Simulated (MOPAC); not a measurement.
Ligands exchanged one at a time, Ga SiH3-SH. Gas-phase values, no solvent. One relaxed conformer stands for each flexible species; it need not be the lowest. Strings in code marks are SMILES.

Quantity: redistribution energy (mixed species minus the weighted end members), in kcal/mol. Semi-empirical values (MOPAC) are differences of heats of formation.

Case: 1 of 3 SiH3 replaced by SH: `[SiH3][Ga]([SiH3])[SH]` (Si–Ga–S–H torsion 1°). The other species in the difference include `[SiH3][Ga]([SiH3])[SiH3]` (neutral, multiplicity 1). Geometry of `[SiH3][Ga]([SiH3])[SH]` (neutral, multiplicity 1, Å):

```xyz
11

Si     2.0155    -0.5632    -0.4356
Ga    -0.0903     0.4516     0.1544
Si    -2.2952    -0.5206     0.1253
S     -0.0361     2.5565     0.8241
H      1.9519    -1.1576    -1.7996
H      2.3410    -1.6567     0.5224
H      3.1263     0.4280    -0.4065
H     -3.3271     0.4035     0.6673
H     -2.3114    -1.7740     0.9300
H     -2.6667    -0.8768    -1.2729
H      1.2919     2.7093     0.6912
```

Task: What redistribution energy (mixed species minus the weighted end members) does PM7 // PBE0-D3(BJ)/def2-TZVP (MOPAC) give?

Result: -4.45 kcal/mol.
